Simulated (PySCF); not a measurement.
Geometries of 2 isomers of C2H6Cl3GeN, from PySCF, PBE0-D3(BJ)/def2-SVP geometry optimisation, gas phase. One conformer each, no zero-point energy, no frequencies.

Question: Which isomer lies lower at this level?
A.
```xyz
13
angstrom
Ge     0.403    1.369    1.258
Cl     0.418    1.529    3.386
Cl     2.447    1.389    0.586
Cl    -0.516    3.075    0.361
N     -0.545   -0.082    0.816
C     -0.830   -0.437   -0.564
C      0.266   -1.227   -1.260
H     -0.450   -0.865    1.456
H     -1.779   -1.000   -0.585
H     -1.033    0.498   -1.113
H      1.204   -0.652   -1.302
H     -0.028   -1.482   -2.290
H      0.474   -2.168   -0.727
```
B.
```xyz
13
angstrom
Ge     0.053   -0.041   -1.599
N      0.148    0.259    0.173
C      1.063   -0.540    0.959
C     -1.065    0.649    0.855
H      1.373    0.027    1.854
H      1.970   -0.765    0.380
H      0.620   -1.497    1.298
H     -1.680    1.291    0.208
H     -1.680   -0.215    1.174
H     -0.811    1.235    1.756
Cl     2.023   -0.214   -2.403
Cl    -0.951    1.591   -2.537
Cl    -1.031   -1.833   -2.096
```

Answer: A. That is GeCl3(NHEt), `CC[NH][Ge]([Cl])([Cl])[Cl]`, 7.1 kcal/mol below the other.

| SMILES | atoms numbered as above | E (Eh) | relative (kcal/mol) | relative (kJ/mol) | dipole (D) |
| --- | --- | --- | --- | --- | --- |
| CC[NH][Ge]([Cl])([Cl])[Cl] | – | -3590.68009 | 0.0 | 0.0 | 2.77 |
| C[N](C)[Ge]([Cl])([Cl])[Cl] | – | -3590.66870 | 7.1 | 29.9 | 2.57 |
